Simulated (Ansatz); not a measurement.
Species: C$_{3}$H$_{9}$Ga, SMILES `[Ga]([CH3])([CH3])[CH3]` (charge 0, multiplicity 1), formula C3H9Ga.

### Question
How many basis functions does frozen-core CCSD(T)/cc-pVTZ // r2SCAN-D4/def2-TZVP in Ansatz (a quantum-chemistry and plane-wave program) use, how many core orbitals are frozen, and how many electrons are correlated?

### Answer
259 basis functions and 12 frozen orbitals, which leaves 34 correlated electrons (filled d shells below the valence shell are correlated). Core time is of the order of minutes.
